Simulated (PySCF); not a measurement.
Positional isomers: thiophene mercapto+boryl. Isolated molecules, 0 K electronic values unless said otherwise. One relaxed conformer stands for each flexible species; it need not be the lowest. Strings in code marks are SMILES.

The numbers are results of PBE0-D4/def2-TZVP // PBE0-D4/def2-SVP in PySCF, not measurements. All candidates: neutral, multiplicity 1. Excitations are Tamm–Dancoff values on a coarser integration grid. The basis has no diffuse functions, so Rydberg states are missing or too high.

```
Property                                       Value
-------------------------------------------  -------
brightest of the four lowest singlets (TDA)  5.15 eV
HOMO–LUMO gap                                4.65 eV
S1 excitation (TDA)                          3.92 eV
```

### Question
Which member has these values?
A) `Bc1ccc(S)s1`
B) `Bc1cc(S)cs1`
C) `Bc1ccsc1S`
D) `Bc1sccc1S`

### Answer
B, `Bc1cc(S)cs1`. The others give `Bc1sccc1S`: 4.92 eV, 4.44 eV, 3.87 eV; `Bc1ccsc1S`: 4.98 eV, 4.37 eV, 3.72 eV; `Bc1ccc(S)s1`: 4.30 eV, 4.55 eV, 4.30 eV
